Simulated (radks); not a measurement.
Polarisabilities and homonuclear dispersion coefficients (atomic units). All-electron calculation, non-relativistic Kohn-Sham, LDA (Slater exchange, Perdew-Wang correlation), spin-polarised, spherical densities, point nucleus; open shells are filled with parallel spins first. Program: a radial shooting solver on a logarithmic mesh with Libxc functionals. Response by self-consistent Sternheimer equations with the Hartree and adiabatic LDA kernel. For heavy and open-shell atoms this level of theory can miss by tens of per cent. "Uncoupled" leaves out the induced potential. Quadrupole and octupole values are given only where no p, d or f shell is open. The Sternheimer factor gamma scales a distant field gradient at the nucleus by 1 - gamma.

Ni: configuration [Ar] 3d8 4s2; alpha1 (bohr^3) 46.26; alpha1, uncoupled 83.77; C6 366.9; recommended alpha1 49 +/- 3
Cu+: configuration [Ar] 3d10; alpha1 (bohr^3) 7.894; alpha1, uncoupled 10.69; alpha2 (bohr^5) 63.33; alpha3 (bohr^7) 301.4; C6 26.76; C8 571.5; Sternheimer gamma -7.76
Zn2+: configuration [Ar] 3d10; alpha1 (bohr^3) 2.897; alpha1, uncoupled 3.676; alpha2 (bohr^5) 9.576; alpha3 (bohr^7) 35.53; C6 7.784; C8 94.67; Sternheimer gamma -9.93
Ga3+: configuration [Ar] 3d10; alpha1 (bohr^3) 1.444; alpha1, uncoupled 1.772; alpha2 (bohr^5) 2.992; alpha3 (bohr^7) 8.234; C6 3.226; C8 27.28; Sternheimer gamma -8.77
Ge4+: configuration [Ar] 3d10; alpha1 (bohr^3) 0.8475; alpha1, uncoupled 1.019; alpha2 (bohr^5) 1.266; alpha3 (bohr^7) 2.693; C6 1.618; C8 10.47; Sternheimer gamma -7.70
As5+: configuration [Ar] 3d10; alpha1 (bohr^3) 0.5498; alpha1, uncoupled 0.6521; alpha2 (bohr^5) 0.6378; alpha3 (bohr^7) 1.086; C6 0.9136; C8 4.781; Sternheimer gamma -6.84
Se6+: configuration [Ar] 3d10; alpha1 (bohr^3) 0.3815; alpha1, uncoupled 0.4480; alpha2 (bohr^5) 0.3596; alpha3 (bohr^7) 0.5045; C6 0.5590; C8 2.448; Sternheimer gamma -6.13
Br7+: configuration [Ar] 3d10; alpha1 (bohr^3) 0.2777; alpha1, uncoupled 0.3235; alpha2 (bohr^5) 0.2193; alpha3 (bohr^7) 0.2592; C6 0.3625; C8 1.359; Sternheimer gamma -5.54
Kr8+: configuration [Ar] 3d10; alpha1 (bohr^3) 0.2094; alpha1, uncoupled 0.2424; alpha2 (bohr^5) 0.1417; alpha3 (bohr^7) 0.1436; C6 0.2457; C8 0.8026; Sternheimer gamma -5.05

Recommended values: Schwerdtfeger and Nagle, table of static dipole polarisabilities (2023 update), measured or computed.
